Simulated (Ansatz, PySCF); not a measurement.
Ge(F)2(SH)2 (F2GeH2S2), SMILES [F][Ge]([F])([SH])[SH]. Atoms are numbered in the order given.

```xyz
7

F     -1.3240    -0.8176    -1.3014
Ge    -0.4326    -0.1119    -0.0041
F     -1.5727     0.0296     1.2826
S      0.2479     1.8208    -0.7451
S      1.1363    -1.4222     0.7505
H      1.0390     2.0108     0.3302
H      1.9266    -1.1729    -0.3132
```
Charge 0, spin multiplicity 1.

The structure is a stationary point at ωB97X-D3(BJ)/def2-SVP. This is a generated structure with no PubChem entry under its InChIKey; it may be hypothetical. The values are those of a single conformer.

Two levels are set side by side: PBE-D3(BJ)/def2-SVP (Ansatz, a first-principles code) and ωB97X-D3(BJ)/def2-SVP (PySCF). Each level has its own optimised geometry; the coordinates shown are those of the second. Frequencies come from the Hessian of PySCF at each geometry. Differences are taken from unrounded values.

| quantity | ωB97X-D3(BJ) |
|---|---|
| mean bond length (Å) | 1.751 |
| bond F1–Ge2 (Å) | 1.725 |
| bond Ge2–F3 (Å) | 1.725 |
| bond Ge2–S4 (Å) | 2.179 |
| bond Ge2–S5 (Å) | 2.179 |
| bond S4–H6 (Å) | 1.348 |
| bond S5–H7 (Å) | 1.348 |
| highest harmonic wavenumber (cm⁻¹) | 2757 |
| mean harmonic wavenumber (cm⁻¹) | 717 |
| zero-point energy (kcal/mol) | 15.37 |

**Question.** What does PBE-D3(BJ) give, and how far is it from ωB97X-D3(BJ)? (An estimate is asked for; the answer gives what the named calculation found.)

**Answer.** 
| quantity | PBE-D3(BJ) | PBE-D3(BJ) minus ωB97X-D3(BJ) |
|---|---|---|
| mean bond length (Å) | 1.775 | 0.024 |
| bond F1–Ge2 (Å) | 1.746 | 0.021 |
| bond Ge2–F3 (Å) | 1.746 | 0.021 |
| bond Ge2–S4 (Å) | 2.215 | 0.036 |
| bond Ge2–S5 (Å) | 2.215 | 0.036 |
| bond S4–H6 (Å) | 1.364 | 0.016 |
| bond S5–H7 (Å) | 1.364 | 0.016 |
| highest harmonic wavenumber (cm⁻¹) | 2614 | -143 |
| mean harmonic wavenumber (cm⁻¹) | 674 | -43 |
| zero-point energy (kcal/mol) | 14.45 | -0.93 |

GGA bonds tend to be longer and softer than those of functionals with exact exchange. Differences between two approximate levels are no errors against the true value.
